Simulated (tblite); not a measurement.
C6H9FO.
Structure used (GFN2-xTB), in Å, numbered top down from 1:
```xyz
17
C6H9FO angstrom
C      1.9543   -0.2815   -0.1157
C      0.7655    0.6352   -0.2230
C     -0.0368    1.0190    0.9679
C     -0.6489    0.0823   -0.0598
C     -0.8813   -1.3744    0.2760
C     -1.6771    0.6263   -0.9487
O     -2.6083    0.0876   -1.4426
F     -1.4774    1.9617   -1.2181
H      2.0537   -0.8859   -1.0153
H      2.8594    0.3125   -0.0040
H      1.8732   -0.9437    0.7411
H      0.8773    1.3908   -0.9922
H     -0.4271    2.0231    1.0363
H      0.2127    0.5766    1.9206
H     -1.9280   -1.5280    0.5312
H     -0.6488   -2.0046   -0.5806
H     -0.2694   -1.6851    1.1171
```

Computed values, GFN2-xTB/tblite, gas phase, harmonic and unscaled. The method is semi-empirical: single wavenumbers can be off by several per cent or more. One conformer, not necessarily the lowest.

Harmonic wavenumbers (cm⁻¹): 65.7, 97.5, 142.8, 163.6, 197.6, 272.2, 317.2, 372.8, 435.3, 473.7, 552.9, 678.4, 710.9, 823.6, 878.6, 897.5, 950.3, 963.1, 1012.7, 1030.9, 1068.2, 1087.4, 1106.1, 1146.3, 1182.6, 1264.7, 1313.7, 1397.2, 1409.8, 1421.8, 1468.9, 1473.7, 1483.9, 1490.8, 1499.7, 1841.1, 3024.7, 3028.1, 3033.1, 3040.3, 3045.3, 3055.8, 3063.0, 3091.6, 3107.5.

A = 3252, B = 1623, C = 1317 MHz; mass 116.064 u (most abundant isotopes); point group C1, symmetry number 1.

**Question.** What is the zero-point energy?

**Answer.** ½Σν̃ = 30091 cm⁻¹ = 359.97 kJ/mol.

**Question.** What is S at 400 K and 1 bar for an ideal gas of classical rigid rotors and harmonic oscillators?

**Answer.** Translation 174.26, rotation 121.77, vibration 133.94: S = 430.0 J/(mol K).

**Question.** And Cp and H(400 K) − H(0)?

**Answer.** Cp = 176.83 J/(mol K), of which vibrations give 143.57 (their classical limit is 45 R = 374.2); H(400 K) − H(0) = 41.95 kJ/mol without the zero-point energy, 28.64 from vibrations.

**Question.** Blend soft modes into free rotors: weight 1/[1 + (100 cm⁻¹/ν̃)⁴] for the oscillator and the rest for a rotor with moment μB/(μ + B), μ = h/(8π²ν), B = 10⁻⁴⁴ kg m². What vibrational entropy results?

**Answer.** 126.70 J/(mol K) in place of 133.94, which changes −T·S at 400 K by +2.90 kJ/mol.

**Question.** How do the functions run with temperature in this model?

**Answer.** 
```csv
T (K),S (J/(mol K)),Cp (J/(mol K)),H − H(0) (kJ/mol),G − H(0) (kJ/mol),ln q(vib)
50,234.4,49.3,1.93,-9.79,0.26
100,275.4,70.7,4.95,-22.59,1.11
298.15,383.6,140.1,25.78,-88.59,5.31
373.15,418.0,167.5,37.32,-118.66,6.92
500,472.9,208.5,61.26,-175.20,9.65
750,569.4,266.7,121.21,-305.81,14.92
1000,651.6,304.6,192.93,-458.70,19.90
```

q(vib) and H(0) count from the zero-point level.

**Question.** What must be added to the electronic energy to get the Gibbs energy at 400 K and 1 bar?

**Answer.** ZPE + [H(400 K) − H(0)] − T·S = 359.97 + 41.95 − 171.99 = 229.93 kJ/mol.

Hindered rotation and anharmonicity are outside this model. Other conformers, if any are populated, would add a mixing term that is left out. The structure is chiral; the term R ln 2 for an equal mix with its mirror image is left out.
